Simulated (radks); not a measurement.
Results of a calculation; reference values are marked as such.
Be2+, configuration [He].

Level of theory: scalar-relativistic Kohn-Sham, PBE, spin-polarised, spherical densities, point nucleus (a radial shooting solver on a logarithmic mesh with Libxc functionals).

Energy parts (hartree):
total: -13.62232
kinetic: 13.58377
electron-nucleus: -29.46158
Hartree: 4.53052
exchange-correlation: -2.27503

Orbitals (lengths in bohr, moments of r in powers of bohr):
orbital,occ.,eigenvalue (hartree),<r>,<r^4>
1s,2,-4.86130,0.4174,0.1498

The highest occupied level is 1s at -132.28 eV. The density falls to 0.001 e/bohr^3 at r = 1.47 bohr. Summed over all electrons, <r^2> = 0.4740 bohr^2, which gives a Langevin (diamagnetic) susceptibility term of -0.375 x 10^-6 cm^3/mol.
